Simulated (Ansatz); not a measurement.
Reaction (hydrogenolysis of the Sn–N bond): `CC[N](C)[Sn]([Cl])([Cl])[Cl]` + H₂ → `[Cl][SnH]([Cl])[Cl]` + `CCNC`

Isolated molecules relaxed with PBE0-D4/def2-TZVP in Ansatz; ΔE leaves out vibrations. CCSD(T)/CBS adds triple-zeta CCSD(T) − MP2 to the extrapolated MP2 energy (def2 sets, frozen cores). This one scheme is used for every species. DFT in def2-TZVPP. Elements past krypton have def2 core potentials. For Sn outer-core shells are correlated without core-valence functions, which leaves a few kJ/mol of doubt a bond. Each species was taken in one conformer, which may not be the lowest.

| species | r2SCAN-D4 energy (Eh) |
| --- | --- |
| `CC[N](C)[Sn]([Cl])([Cl])[Cl]` | -1768.93079 |
| H₂ | -1.17130 |
| `[Cl][SnH]([Cl])[Cl]` | -1595.67015 |
| `CCNC` | -174.43616 |

Task: Work out ΔE.

Result: ΔE = (-1595.67015) + (-174.43616) − (-1768.93079) − (-1.17130) = -0.00422 Eh = -0.11 eV. CCSD(T)/CBS gives -0.02 eV.

Largest T1 diagnostic among the species: 0.011.

Leaving LDA and LC-ωPBE aside and taking each functional with its dispersion term where it has one, the values, not all of them listed here, spread over 0.21 eV, from B97M-V to BLYP-D4. LDA lies +0.14 eV from PBE without D4. From BLYP to BHLYP (50 % exact exchange), in def2-TZVPP and without D4, ΔE moves by −0.08 eV. In def2-TZVPP, CCSD(T) changes the Hartree–Fock value by +0.57 eV (the triples alone add +0.12 eV) and MP2 by +0.71 eV.
